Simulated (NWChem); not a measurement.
System: AlHOI$_{2}$; SMILES [OH][Al]([I])[I]

Input file for NWChem:

```
start job
memory heap 200 mb stack 900 mb global 1100 mb
geometry units angstroms noautoz
  Al     0.926458    -0.104125     0.000172
  I     -0.436352    -2.156548    -0.000438
  I     -0.122160     2.141369     0.000913
  O      2.624013    -0.312195     0.000368
  H      3.244089     0.435481     0.001712
end
basis spherical
  * library def2-svp
end
ecp
  I library def2-ecp
end
dft
  xc xperdew91 perdew91
  iterations 150
  mulliken
end
task dft energy
```

Geometry: optimised at PBE-D3(BJ)/def2-SVP. def2 effective core potentials on I; no spin-orbit coupling.

### Question
What results follow from this input? (PW91/def2-SVP with def2 effective core potentials on I.) Quantities: energy (Ha); highest occupied level (eV); orbital gap (eV); dipole (D).

### Answer
* **energy (Ha)**: -913.85
* **highest occupied level (eV)**: -6.60
* **orbital gap (eV)**: 4.30
* **dipole (D)**: 1.53
